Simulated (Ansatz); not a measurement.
Reaction (redistribution): `[SiH3]OB(Cl)Br` + `FC1BO1` → `[SiH3]OBCl` + `FC1(Br)BO1`

Computed with Ansatz on PBE0-D4/def2-TZVP structures; ΔE is electronic, products minus reactants. CCSD(T)/CBS adds triple-zeta CCSD(T) − MP2 to the extrapolated MP2 energy (def2 sets, frozen cores). This one scheme is used for every species. Functionals use def2-TZVPP. For Br outer-core shells are correlated without core-valence functions, which leaves a few kJ/mol of doubt a bond. Scalar relativity is left out up to krypton. One conformer a species, not always the lowest.

(1) Is it downhill or uphill in electronic energy at CCSD(T)/CBS, and by how much? (Best estimate.)

(2) What do these levels give: r2SCAN-D4, PBE0-D4, ωB97M-V, BHLYP, CCSD/def2-SVP, MP2/def2-TZVPP? (Best estimate.)

(3) What do rigid-rotor, harmonic-oscillator terms from PBE0-D4/def2-TZVP frequencies (298.15 K, 1 bar) make of the CCSD(T)/CBS value? (An estimate is asked.)

Largest T1 diagnostic among the species: 0.016.

## Answers

(1) Computed: Uphill: ΔE = +1.34 eV.

(2) Ansatz gave: r2SCAN-D4 1.30, PBE0-D4 1.32, ωB97M-V 1.31, BHLYP 1.33, CCSD/def2-SVP 1.44, MP2/def2-TZVPP 1.37 eV.

(3) Computed: ΔZPE = -0.06 eV, ΔH = +1.28 eV, ΔS = -2 J/(mol·K), ΔG = +1.28 eV.

Leaving LDA and LC-ωPBE aside and taking each functional with its dispersion term where it has one, the values, not all of them listed here, spread over 0.14 eV, from BLYP-D4 to PBE-QIDH. From r2SCAN to r2SCAN0 (25 % exact exchange), in def2-TZVPP and without D4, ΔE moves by +0.05 eV. At CCSD(T), def2-SVP lies +0.08 eV from the extrapolated value and def2-TZVPP −0.02 eV.
